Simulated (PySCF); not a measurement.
Geometry (Å), atoms numbered from 1 in this order:
```xyz
21

C    -1.751    0.966   -1.016
C    -1.525   -0.074    0.067
C    -2.598   -1.144    0.089
O    -0.273   -0.711   -0.149
Si    1.113   -0.326    0.707
Si    2.837   -1.611   -0.219
Si    1.658    1.962    0.573
H    -2.715    1.479   -0.879
H    -1.746    0.484   -2.006
H    -0.956    1.727   -1.005
H    -1.517    0.436    1.052
H    -2.610   -1.681   -0.872
H    -3.592   -0.705    0.259
H    -2.395   -1.874    0.886
H     0.939   -0.659    2.162
H     2.545   -3.073   -0.111
H     4.110   -1.316    0.511
H     3.020   -1.253   -1.659
H     2.929    2.199    1.329
H     1.867    2.370   -0.851
H     0.589    2.831    1.160
```

Equivalent nuclei averaged, isolated molecule, single conformer, non-relativistic Hamiltonian. Shieldings: GIAO KT3/pcSseg-1; PBE0-D3(BJ)/def2-SVP structure; PySCF 2.14.0 with density-fitted response routines.

Chemical shifts δ = σref − σ; TMS for ¹³C (σref 182.31) and ¹H (σref 31.32) and ²⁹Si (σref 365.51); H2O for ¹⁷O (σref 329.03), all at this level.

```json
{"atoms": "Si5", "nucleus": "²⁹Si", "count": "1", "δ (ppm)": "-12.4"}
{"atoms": "C2", "nucleus": "¹³C", "count": "1", "δ (ppm)": "?"}
{"atoms": "H8/H9/H10/H12/H13/H14", "nucleus": "¹H", "count": "6", "δ (ppm)": "1.12"}
{"atoms": "O4", "nucleus": "¹⁷O", "count": "1", "δ (ppm)": "?"}
{"atoms": "H16/H17/H18/H19/H20/H21", "nucleus": "¹H", "count": "6", "δ (ppm)": "?"}
{"atoms": "H11", "nucleus": "¹H", "count": "1", "δ (ppm)": "3.60"}
{"atoms": "C1/C3", "nucleus": "¹³C", "count": "2", "δ (ppm)": "25.9"}
{"atoms": "H15", "nucleus": "¹H", "count": "1", "δ (ppm)": "5.54"}
{"atoms": "Si6/Si7", "nucleus": "²⁹Si", "count": "2", "δ (ppm)": "-103.4"}
```

Task: Complete the table.

Result: 
- C2: 72.7 ppm, sp3 CH bonded to O; the inductive effect lowers its shielding
- H16/H17/H18/H19/H20/H21: 3.45 ppm, hydrogen on a silicon bonded to Si
- O4: 47.7 ppm, oxygen bonded to C, Si

Shifts are as computed, not scaled to solution data. Of 1309 compounds with measured shifts, 239 miss one by over three times the rms of a fit or turn the order of signals round; such compounds aren't used in these exercises. Experimental scales use liquid or dissolved standards, which lie at an offset from isolated H2O (liquid H2O: subtract about 36 ppm).
